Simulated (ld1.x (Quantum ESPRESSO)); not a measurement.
## Which change was made? (P, TM)

- Element: phosphorus (P)
- Generator: ld1.x (Quantum ESPRESSO) 7.5
- Type: norm-conserving Troullier–Martins (Kleinman–Bylander form)
- Functional: PBE
- Relativity: non-relativistic
- Frozen core: [Ne]
- Valence charge: 5
- Reference configuration: 3s2 3p2.5 (charge +0.5)
- Partial waves: 3s (bound): rc 1.75 bohr; 3p (bound): rc 2.00 bohr
- Local potential: all-electron potential smoothed inside 1.35 bohr (lloc = -1)
- Core correction: Bessel-smoothed model core inside 1.65 bohr

Cutoffs, loose and tight: the cutoffs (Ry, on a coarse ladder) from which the occupation-weighted sum of valence levels, in a spherical-Bessel basis at the reference potential, stays within 10 and 1 mRy of its value at 400 Ry. They do not see the model core or the augmentation charge, which bear on the density cutoff. Test errors are all-electron minus pseudo excitation energies from the reference, over the configurations 3s2 3p3; 3s2 3p2; 3s2 3p1; 3s0 3p5; 3s1 3p0; 3s1 3p3; 3s1 3p4; variants that change the core or the reference have their own tests. The largest error is taken over the tests solved by every variant that gives reliable tests at all, those not shown here included: 3s0 3p5; 3s1 3p3; 3s1 3p4; 3s2 3p1; 3s2 3p2; 3s2 3p3.

The base gives: outcome: generated; cutoff, loose: 18 Ry; cutoff, tight: 45 Ry; bound ghosts: none; largest test error (meV): +16.

After one change the result is: outcome: generated; cutoff, loose: 18 Ry; cutoff, tight: 50 Ry; bound ghosts: s; largest test error (meV): -23. Which change was it?
A. all radii but the core radius scaled by about 1.16 (s 2.02, p 2.32 bohr); local potential all-electron potential smoothed inside 1.56 bohr (lloc = -1)
B. all radii but the core radius scaled by about 1.37 (s 2.40, p 2.74 bohr); local potential all-electron potential smoothed inside 1.86 bohr (lloc = -1)
C. all radii but the core radius scaled by about 0.79 (s 1.38, p 1.58 bohr); local potential all-electron potential smoothed inside 1.08 bohr (lloc = -1)

C. The others give: all radii but the core radius scaled by about 1.16 (s 2.02, p 2.32 bohr); local potential all-electron potential smoothed inside 1.56 bohr (lloc = -1) → outcome: generated; cutoff, loose: 15 Ry; cutoff, tight: 35 Ry; bound ghosts: none; largest test error (meV): -23 | all radii but the core radius scaled by about 1.37 (s 2.40, p 2.74 bohr); local potential all-electron potential smoothed inside 1.86 bohr (lloc = -1) → outcome: generated; cutoff, loose: 12 Ry; cutoff, tight: 25 Ry; bound ghosts: none; largest test error (meV): -68.
